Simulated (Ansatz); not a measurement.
Ansatz (a program for electronic structure) input (PBE0/def2-SVP):

Ansatz 0.2 input:
```yaml
crystal:
  periodic: [false, false, false]
  atoms:
    - {symbol: C, position_ang: [1.79647733, 0.81459944, -0.52030512]}
    - {symbol: C, position_ang: [0.94459623, 0.04767789, 0.09069946]}
    - {symbol: F, position_ang: [1.29649302, -0.87037724, 1.02007405]}
    - {symbol: C, position_ang: [-0.54937082, 0.05213057, -0.12917670]}
    - {symbol: F, position_ang: [-1.19998014, 0.33698048, 1.01157626]}
    - {symbol: F, position_ang: [-0.97533708, -1.15262590, -0.54494571]}
    - {symbol: F, position_ang: [-0.89795292, 0.95974355, -1.04807966]}
    - {symbol: H, position_ang: [2.84077769, 1.05006467, -0.59493027]}
basis:
  gaussian:
    orbitals: def2-SVP
hamiltonian:
  xc: {name: PBE0}
magnetization: {spin_polarized: true, initial_magnetization: 1}
```

End of the output:

```
integrals: 0.06 GiB planned
1009 factors; integrals over basis functions are off by at most 1.2e-3 eV
0.17 GiB of the device are held for the grids
0.43 GiB of device memory are held for the factors and their scratch space
mean field: 0.29 GiB planned
mean field evaluation 1: about -13963.3466 eV, gradient 3.0e1 eV
mean field evaluation 2: about -13961.7704 eV, gradient 3.8e1 eV
mean field evaluation 4: about -13966.6622 eV, gradient 1.7e0 eV
mean field evaluation 8: about -13966.9729 eV, gradient 2.6e-1 eV
mean field evaluation 16: about -13966.9747 eV, gradient 4.1e-3 eV
mean field -13966.97471547 eV, -513.2768536381 hartree, gradient 5.7e-5 eV, S^2 0.764893; 0 other end points of the search recorded, 0 dependent functions left out
reference -13966.97472938 eV, -513.2768541490 hartree; 28, 27 occupied and 75, 76 virtual orbitals, 1009 factors
Total energy: -13966.97472938 eV, -513.2768541490 hartree
```

It need not be the lowest isomer of its formula.
